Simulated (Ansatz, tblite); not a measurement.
Forces on In10P10 at its PBE-D4/def2-SVP geometry. Total charge 0; singlet.

In the def2 sets In takes a core potential; there is no spin–orbit coupling. The xTB rows come from tblite. Single mean-field runs in def2-SVP are fitted with def2-universal-jkfit. The restricted singlet is unstable towards broken spin symmetry in Hartree–Fock (as tested in another run); at PBE-D4/def2-SVP, PBE0-D4/def2-SVP this wasn't settled.

GFN2-xTB (tblite), largest force 1.03 eV/Å:

```xyz
20
positions Å, forces eV/Å
P     0.177    3.714    1.414   -0.640    0.794   -0.145
P     1.427    0.258    4.536    0.326   -0.381    0.884
P    -2.615   -0.093    2.107   -0.718   -0.403   -0.442
P     0.844   -3.031    2.541    0.171   -0.474    0.296
P     2.153    2.874   -2.923    0.293    0.321   -0.478
P    -1.991    1.365   -1.552   -0.708   -0.457   -0.013
P     0.774   -0.633   -4.474    0.416   -0.079   -0.537
P     1.339    0.031    0.002    0.521   -0.064   -0.133
P    -2.871   -1.560    0.433   -0.029    0.687    0.143
P    -2.882   -0.620   -1.581    0.250    0.307    0.511
In    1.032    2.237    3.180    0.148    0.355    0.189
In    1.575    2.754   -0.549    0.339    0.355    0.008
In   -0.949    1.340    0.776   -0.156    0.138   -0.089
In    2.274   -0.869    2.242    0.379   -0.227    0.275
In   -0.599   -1.091    3.409   -0.059   -0.141    0.176
In   -0.064   -2.282    0.220   -0.138   -0.698   -0.143
In    3.157   -0.037   -2.685    0.185   -0.025   -0.288
In    0.082    1.403   -3.210   -0.076    0.158   -0.143
In   -0.576   -1.832   -2.770   -0.250   -0.200   -0.140
In   -2.288   -3.928   -1.118   -0.256    0.034    0.070
```

PBE-D4/def2-SVP (Ansatz), largest force 0.02 eV/Å:

```
P -0.003 -0.008 0.000
P -0.001 -0.004 -0.002
P -0.009 0.003 0.012
P -0.002 0.001 -0.009
P 0.002 -0.004 0.007
P -0.006 -0.003 -0.003
P 0.003 0.001 0.007
P -0.005 -0.001 0.004
P 0.012 0.001 0.000
P 0.006 0.016 -0.015
In 0.003 0.004 -0.006
In -0.002 0.000 -0.004
In 0.004 -0.001 0.008
In -0.002 0.003 -0.003
In 0.003 -0.001 0.000
In -0.002 0.002 0.007
In -0.008 0.002 -0.003
In 0.002 -0.001 -0.003
In -0.001 -0.007 -0.003
In 0.006 -0.001 0.005
```

PBE0-D4/def2-SVP (Ansatz), largest force 0.44 eV/Å:

```
P 0.157 -0.403 0.046
P -0.105 0.107 -0.362
P 0.321 -0.042 -0.057
P -0.039 0.424 -0.104
P -0.223 -0.184 0.289
P 0.161 -0.132 0.077
P -0.176 0.072 0.362
P -0.018 -0.008 0.309
P 0.179 0.146 -0.173
P 0.110 0.001 0.187
In -0.080 -0.100 -0.127
In -0.096 -0.033 -0.134
In -0.066 -0.051 -0.139
In -0.387 -0.062 -0.020
In 0.127 0.013 -0.232
In -0.024 0.038 0.041
In -0.072 0.045 -0.069
In 0.118 -0.123 0.063
In 0.084 0.213 0.014
In 0.029 0.081 0.029
```
